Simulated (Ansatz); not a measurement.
Two isomers of C3H9BSi: A = `C=CB(C)[SiH3]`, B = `C=C[SiH2]BC`.

Program: Ansatz. Geometries: PBE0-D4/def2-TZVP. ΔE: electronic, gas phase. CBS: MP2 limit from def2 TZ/QZ plus the TZ coupled-cluster correction, frozen cores. DFT in def2-TZVPP. B3LYP here is the variant with VWN-RPA as its local correlation; programs differ in this. One conformer a species, not always the lowest.

Which isomer does CCSD(T)/CBS put lower? Give the gap. (Estimate.)

Computed: A, by 25.8 kJ/mol.

Give E(B) − E(A) in kJ/mol with PBE0-D4, B2PLYP, PBE-D4, B3LYP-D4, CCSD/def2-TZVPP, MP2/def2-TZVPP, HF/def2-TZVPP. (Estimate.)

Computed: PBE0-D4 28.7, B2PLYP 27.0, PBE-D4 30.3, B3LYP-D4 28.6, CCSD/def2-TZVPP 25.6, MP2/def2-TZVPP 27.9, HF/def2-TZVPP 21.6. None reverses the order clearly.

Largest T1 diagnostic: 0.012.

In def2-TZVPP, CCSD(T) changes the Hartree–Fock value by +5.7 kJ/mol (the triples alone add +1.7 kJ/mol) and MP2 by +6.3 kJ/mol.
